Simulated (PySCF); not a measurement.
W(O)(NH)(OH)(NH2) (H₄N₂O₂W), SMILES [OH][W](=[O])(=[NH])[NH2], multiplicity 1. Heavy atoms are numbered as in [W:1](=[O:2])(=[NH:3])([OH:5])[NH2:7]. Hydrogens are named by the atom that carries them.

The structure is a stationary point at PBE0-D3(BJ)/def2-SVP. The multiplicity is an assumed one; no other spin state was optimised. The structure was generated by enumeration; whether it is a known compound was not checked. The def2 effective core potentials stand for the cores of W; spin–orbit coupling is left out. Other conformers were not sampled.

Calculation: B3LYP/def2-TZVP in PySCF.

ESP charges are fitted to the potential on shells at 1.4 to 2.0 van der Waals radii. Atomic charges (e), one atom of each kind:

```json
[
 {"atom": "W1", "ESP fit": "1.55", "Löwdin": "0.77", "Mulliken": "1.42"},
 {"atom": "O2", "ESP fit": "-0.55", "Löwdin": "-0.33", "Mulliken": "-0.52"},
 {"atom": "N3 (NH)", "ESP fit": "-0.89", "Löwdin": "-0.38", "Mulliken": "-0.63"},
 {"atom": "H on N3", "ESP fit": "0.41", "Löwdin": "0.15", "Mulliken": "0.24"},
 {"atom": "O5 (OH)", "ESP fit": "-0.68", "Löwdin": "-0.32", "Mulliken": "-0.65"},
 {"atom": "H on O5", "ESP fit": "0.41", "Löwdin": "0.17", "Mulliken": "0.34"},
 {"atom": "N7 (NH2)", "ESP fit": "-1.07", "Löwdin": "-0.38", "Mulliken": "-0.72"},
 {"atom": "H on N7", "ESP fit": "0.42", "Löwdin": "0.16", "Mulliken": "0.25"}
]
```
